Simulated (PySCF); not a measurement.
C₅H₁₀SSi.
Numbering: `[CH3:1]/[CH:2]=[CH:3]\[CH:4]=[CH:5]/[S:6][SiH3:7]` (hydrogens: H8, H9, H10 on C1; H11 on C2; H12 on C3; H13 on C4; H14 on C5; H15, H16, H17 on Si7)

The same species was optimised twice, with GFN2-xTB and with PBE0-D3(BJ)/def2-SVP (PySCF), and the same property calculations (PySCF, gas phase) were run on both structures.

```csv
coordinate,GFN2-xTB,PBE0-D3(BJ)/def2-SVP,change
C2=C3 (Å),1.335,1.348,+0.013
C4=C5 (Å),1.337,1.348,+0.011
C3–C4 (Å),1.439,1.447,+0.008
C5–S6 (Å),1.760,1.766,+0.006
S6–Si7 (Å),2.148,2.146,-0.002
C1–C2 (Å),1.491,1.491,0.000
C3–C4–C5 (°),124.4,125.7,+1.3
C5–S6–Si7 (°),100.7,99.9,-0.8
C4–C5–S6 (°),124.2,123.7,-0.5
C2–C3–C4 (°),126.6,126.4,-0.2
C1–C2–C3 (°),127.4,127.6,+0.2
C2–C3–C4–C5 (°),180,180,0
C4–C5–S6–Si7 (°),180,180,0
```

Rotational constants: A = 8438, B = 590.6, C = 557.4 MHz (GFN2-xTB) against A = 8260, B = 584.3, C = 551.1 MHz (PBE0-D3(BJ)/def2-SVP). Point groups within 0.08 Å: Cs and Cs.

On the GFN2-xTB structure: lowest singlet, TDDFT (eV) 4.87 [CAM-B3LYP/def2-SVPD]; lowest triplet, Tamm–Dancoff (eV) 2.88 [CAM-B3LYP/def2-SVPD]; isotropic polarisability (au) 122.1 [CAM-B3LYP/def2-SVPD]; HOMO (eV) -7.11 [CAM-B3LYP/def2-SVPD]; LUMO (eV) 0.22 [CAM-B3LYP/def2-SVPD]; dipole (D) 1.20 [CAM-B3LYP/def2-SVPD]; HOMO (eV) -5.94 [PBE0/pcSseg-1]; LUMO (eV) -0.77 [PBE0/pcSseg-1]; dipole (D) 1.30 [PBE0/pcSseg-1]; GIAO shielding of C1 (ppm) 170.0 [PBE0/pcSseg-1]; GIAO shielding of C2 (ppm) 51.6 [PBE0/pcSseg-1]; GIAO shielding of C3 (ppm) 56.4 [PBE0/pcSseg-1]; GIAO shielding of C4 (ppm) 57.2 [PBE0/pcSseg-1]; GIAO shielding of C5 (ppm) 56.6 [PBE0/pcSseg-1]; GIAO shielding of S6 (ppm) 633.6 [PBE0/pcSseg-1]; GIAO shielding of Si7 (ppm) 403.9 [PBE0/pcSseg-1].

**Question.** What do these properties become on the PBE0-D3(BJ)/def2-SVP structure?

**Answer.** 
```tsv
property	level	on GFN2-xTB	on PBE0-D3(BJ)/def2-SVP	change
lowest singlet, TDDFT (eV)	CAM-B3LYP/def2-SVPD	4.87	4.84	-0.03
lowest triplet, Tamm–Dancoff (eV)	CAM-B3LYP/def2-SVPD	2.88	2.81	-0.07
isotropic polarisability (au)	CAM-B3LYP/def2-SVPD	122.1	125.0	+2.9
HOMO (eV)	CAM-B3LYP/def2-SVPD	-7.11	-7.18	-0.07
LUMO (eV)	CAM-B3LYP/def2-SVPD	0.22	0.10	-0.12
dipole (D)	CAM-B3LYP/def2-SVPD	1.20	1.17	-0.03
energy, GFN2-xTB geometry as zero (kcal/mol)	CAM-B3LYP/def2-SVPD	0.0	-1.7	-1.7
HOMO (eV)	PBE0/pcSseg-1	-5.94	-6.01	-0.07
LUMO (eV)	PBE0/pcSseg-1	-0.77	-0.90	-0.13
dipole (D)	PBE0/pcSseg-1	1.30	1.22	-0.08
energy, GFN2-xTB geometry as zero (kcal/mol)	PBE0/pcSseg-1	0.0	-1.6	-1.6
GIAO shielding of C1 (ppm)	PBE0/pcSseg-1	170.0	168.4	-1.6
GIAO shielding of C2 (ppm)	PBE0/pcSseg-1	51.6	48.4	-3.2
GIAO shielding of C3 (ppm)	PBE0/pcSseg-1	56.4	53.8	-2.6
GIAO shielding of C4 (ppm)	PBE0/pcSseg-1	57.2	53.6	-3.6
GIAO shielding of C5 (ppm)	PBE0/pcSseg-1	56.6	55.2	-1.4
GIAO shielding of S6 (ppm)	PBE0/pcSseg-1	633.6	626.8	-6.8
GIAO shielding of Si7 (ppm)	PBE0/pcSseg-1	403.9	400.7	-3.2
```

The heavy atoms differ by 0.022 Å rms after alignment. Among bonds between heavy atoms C2=C3 changes most (+0.013 Å). Changes are differences of the printed values. Neither structure is proved a minimum here.

Shape of the structure used: `[CH3:1]/[CH:2]=[CH:3]\[CH:4]=[CH:5]/[S:6][SiH3:7]`: C2–C3–C4–C5 180°, C4–C5–S6–Si7 180°.
